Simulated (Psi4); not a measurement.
Level of theory: Psi4 with SAPT0/jun-cc-pVDZ, frozen core.

Psi4 input:

```
molecule {
0 1
C 1.28313777 0.13515357 -0.05758354
C -0.09582219 -0.34693526 -0.50050735
C -1.21202862 0.12229964 0.42904267
H 2.06637310 -0.21082565 -0.73470985
H 1.52288667 -0.23008777 0.94416781
H 1.32579592 1.22680730 -0.02819426
H -0.10024982 -1.43977826 -0.55200891
H -0.29580420 0.00597284 -1.51659843
H -2.18886011 -0.23251133 0.09504338
H -1.25117086 1.21352682 0.47466107
H -1.05425765 -0.24362192 1.44668740
--
0 1
O -3.33316995 -1.91792141 -1.62943383
C -2.50131966 -2.38830396 -2.27904785
S -1.37673195 -3.02421935 -3.15726812
units angstrom
symmetry c1
no_reorient
no_com
}
set basis jun-cc-pvdz
set scf_type df
set freeze_core true
energy('sapt0')
```

Part of the output:

```
    SAPT Results
  --------------------------------------------------------------------------------------------------------
    Electrostatics                 -1.31901345 [mEh]      -0.82769344 [kcal/mol]      -3.46306933 [kJ/mol]
      Elst10,r                     -1.31901345 [mEh]      -0.82769344 [kcal/mol]      -3.46306933 [kJ/mol]

    Exchange                        3.60224660 [mEh]       2.26044387 [kcal/mol]       9.45769714 [kJ/mol]
      Exch10                        3.60224660 [mEh]       2.26044387 [kcal/mol]       9.45769714 [kJ/mol]
      Exch10(S^2)                   3.59803072 [mEh]       2.25779836 [kcal/mol]       9.44662835 [kJ/mol]

    Induction                      -0.28784077 [mEh]      -0.18062281 [kcal/mol]      -0.75572584 [kJ/mol]
      Ind20,r                      -0.86880241 [mEh]      -0.54518174 [kcal/mol]      -2.28104040 [kJ/mol]
      Exch-Ind20,r                  0.77713149 [mEh]       0.48765737 [kcal/mol]       2.04035844 [kJ/mol]
      delta HF,r (2)               -0.19616985 [mEh]      -0.12309844 [kcal/mol]      -0.51504387 [kJ/mol]

    Dispersion                     -2.91647294 [mEh]      -1.83011440 [kcal/mol]      -7.65719866 [kJ/mol]
      Disp20                       -3.19808898 [mEh]      -2.00683113 [kcal/mol]      -8.39658145 [kJ/mol]
      Exch-Disp20                   0.28161603 [mEh]       0.17671673 [kcal/mol]       0.73938280 [kJ/mol]
      Disp20 (SS)                  -1.59904449 [mEh]      -1.00341557 [kcal/mol]      -4.19829073 [kJ/mol]
      Disp20 (OS)                  -1.59904449 [mEh]      -1.00341557 [kcal/mol]      -4.19829073 [kJ/mol]
      Exch-Disp20 (SS)              0.15712478 [mEh]       0.09859729 [kcal/mol]       0.41253104 [kJ/mol]
      Exch-Disp20 (OS)              0.12449126 [mEh]       0.07811944 [kcal/mol]       0.32685176 [kJ/mol]

  Total HF                          1.99539238 [mEh]       1.25212762 [kcal/mol]       5.23890197 [kJ/mol]
  Total SAPT0                      -0.92108057 [mEh]      -0.57798678 [kcal/mol]      -2.41829669 [kJ/mol]
```
